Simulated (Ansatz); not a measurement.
CH7Al2N, SMILES `[CH3][AlH][NH][AlH2]` at its PBE0-D4/def2-TZVP geometry, where that method's forces vanish. The species carries charge 0 and has multiplicity 1.

| atom | x (Å) | y (Å) | z (Å) |
| --- | --- | --- | --- |
| C1 | -1.878 | -0.266 | 0.143 |
| Al2 | -0.195 | -0.619 | 1.055 |
| N3 | 1.352 | -0.061 | 0.343 |
| Al4 | 1.695 | 0.828 | -1.162 |
| H5 | -2.400 | -1.202 | -0.086 |
| H6 | -2.553 | 0.313 | 0.782 |
| H7 | -1.747 | 0.283 | -0.793 |
| H8 | -0.114 | -1.398 | 2.438 |
| H9 | 2.172 | -0.294 | 0.894 |
| H10 | 0.472 | 1.234 | -2.083 |
| H11 | 3.197 | 1.182 | -1.530 |

Q: For each bond, give half the difference of the two atoms' forces along it (eV/Å; positive pushes the atoms apart) under PBE-D4, r2SCAN-D4, B3LYP-D4, ωB97M-V in def2-TZVPP. (Estimate.)

A: Ansatz gave: 
```tsv
bond	length (Å)	PBE-D4	r2SCAN-D4	B3LYP-D4	ωB97M-V
C1–Al2	1.947	-0.08	-0.03	0.09	0.04
C1–H5	1.095	0.12	0.00	-0.03	-0.05
C1–H6	1.095	0.12	0.00	-0.04	-0.05
C1–H7	1.092	0.11	-0.01	-0.05	-0.04
Al2–N3	1.792	0.10	0.03	0.05	0.06
Al2–H8	1.590	-0.01	-0.04	-0.14	-0.15
N3–Al4	1.782	0.11	0.03	0.10	0.09
N3–H9	1.014	0.21	0.02	-0.02	-0.03
Al4–H10	1.584	0.00	-0.03	-0.09	-0.11
Al4–H11	1.586	0.00	-0.04	-0.10	-0.13
```

B3LYP here is the variant with VWN-RPA as its local correlation; programs differ in this.
